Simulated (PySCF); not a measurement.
How methods differ on the ionisation energy of Si(2+)

Si(2+) [Ne] 3s2 (1S) → Si(3+) [Ne] 3s1 (2S), as a difference of total energies. All numbers are calculated (PySCF 2.14, the non-relativistic Hamiltonian (point nucleus), in aug-cc-pwCVTZ (8s7p5d3f, 75 functions)). Correlated levels: valence and next inner shell: 1s2 frozen. The calculations carry no spin-orbit coupling.

Task: Order these methods by the ionisation energy they give, lowest first.
A. CCSD (valence and next inner shell)
B. UHF
C. SCS-MP2 (valence and next inner shell)
D. CCSD(T) (valence and next inner shell)

Result: B (31.956 eV), C (33.229 eV), A (33.330 eV), D (33.375 eV).

Errors of the correlated levels include the incompleteness of this basis and the frozen core.

For comparison: 33.493 eV (measured; NIST Atomic Spectra Database, ionization energies).
